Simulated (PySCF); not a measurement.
C₄H₅ClSi, SMILES C#C[SiH2]C(=C)Cl. Atoms are numbered in the order given.

```xyz
11

C      0.3959    -3.3788     0.0000
C     -0.1449    -2.2753     0.0000
Si    -0.9225    -0.6095     0.0000
C      0.4343     0.7049     0.0000
C      1.7611     0.4850     0.0000
Cl    -0.2178     2.3412     0.0000
H      0.8657    -4.3542     0.0000
H     -1.7766    -0.4418     1.2229
H     -1.7766    -0.4418    -1.2229
H      2.4935     1.3079     0.0000
H      2.1332    -0.5519     0.0000
```
Charge 0, spin multiplicity 1.

Coordinates come from a PBE-D3(BJ)/def2-SVP optimisation. The structure was generated by enumeration, and PubChem lists no compound with its InChIKey, so it may never have been made. The values are those of a single conformer.

Two levels are set side by side: PBE/pcSseg-1 (PySCF) and PBE0/pcSseg-1 (PySCF). GIAO shifts against HCl (³⁵Cl), TMS (²⁹Si), TMS (¹H), TMS (¹³C) at the same level; non-relativistic, no solvent, atoms listed together averaged. Without spin–orbit terms, shifts of atoms bonded to Cl or Br come out too high at both levels. Differences are taken from unrounded values.

```tsv
quantity	PBE
δ(¹³C) of C1 (ppm)	106.2
δ(¹³C) of C2 (ppm)	84.5
δ(²⁹Si) of Si3 (ppm)	-72.8
δ(¹³C) of C4 (ppm)	154.8
δ(¹³C) of C5 (ppm)	139.9
δ(³⁵Cl) of Cl6 (ppm)	302.4
δ(¹H) of H7 (ppm)	2.91
δ(¹H) of H8, H9 (ppm)	5.10
```

Q: These are the PBE values. What does PBE0 give? (Estimate from the structure and the level; the computed values follow.)

A: 
```csv
quantity,PBE0,PBE minus PBE0
δ(¹³C) of C1 (ppm),110.2,-4.0
δ(¹³C) of C2 (ppm),86.2,-1.7
δ(²⁹Si) of Si3 (ppm),-68.2,-4.6
δ(¹³C) of C4 (ppm),154.5,0.3
δ(¹³C) of C5 (ppm),143.8,-3.9
δ(³⁵Cl) of Cl6 (ppm),263.3,39.1
δ(¹H) of H7 (ppm),3.03,-0.12
"δ(¹H) of H8, H9 (ppm)",5.00,0.10
```

Rough cost on one machine, each run with all the roots and properties that it gave: PBE0 against PBE within a factor of 2.
